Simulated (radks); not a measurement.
Hf I, 72 electrons, occupied as [Xe] 4f14 5d2 6s2.

All-electron calculation, scalar-relativistic Kohn-Sham, Slater X-alpha with alpha = 0.781, spin-polarised, spherical densities, finite nucleus; open shells are filled with parallel spins first (spin-orbit coupling, left out, can overturn this in heavy ions); Fermi nuclear charge, rms radius 5.347 fm. Program: a radial shooting solver on a logarithmic mesh with Libxc functionals.

Energy parts (hartree):
| part | energy |
|---|---|
| total | -15110.0393 |
| kinetic | 16551.8807 |
| electron-nucleus | -37254.0302 |
| Hartree | 5934.3815 |
| exchange | -342.2713 |

Orbitals (lengths in bohr, moments of r in powers of bohr):
orbital  occ.  eigenvalue (hartree)      <r^2>   <1/r>
1s down     1             -2400.808  0.0004951   83.77
1s up       1             -2400.808  0.0004951   83.77
2s up       1             -411.2690   0.007633   19.58
2s down     1             -411.2667   0.007633   19.58
2p up       3             -361.5389   0.006270   17.87
2p down     3             -361.5371   0.006270   17.87
3s up       1             -93.83145    0.04968   7.246
3s down     1             -93.83133    0.04968   7.246
3p up       3             -78.95094    0.05025   6.723
3p down     3             -78.95076    0.05025   6.723
3d up       5             -61.28468    0.04167   6.364
3d down     5             -61.28369    0.04167   6.364
4s up       1             -18.92991     0.2468   3.074
4s down     1             -18.92897     0.2468   3.074
4p up       3             -14.03616     0.2806   2.800
4p down     3             -14.03511     0.2805   2.800
4d up       5              -7.69616     0.3301   2.485
4d down     5              -7.69437     0.3298   2.485
5s up       1              -2.50483      1.443   1.177
5s down     1              -2.47365      1.427   1.184
5p up       3              -1.34630      2.040  0.9783
5p down     3              -1.30197      2.005  0.9877
4f up       7              -0.68978     0.5803   1.934
4f down     7              -0.68218     0.5676   1.942
6s up       1              -0.20280      12.53  0.3808
6s down     1              -0.15282      14.54  0.3556
5d up       2              -0.12583      6.912  0.5611
5d down     0              -0.06526      8.418  0.5401

The highest occupied level is 5d up at -3.424 eV. Spin moment in Bohr magnetons: 2.
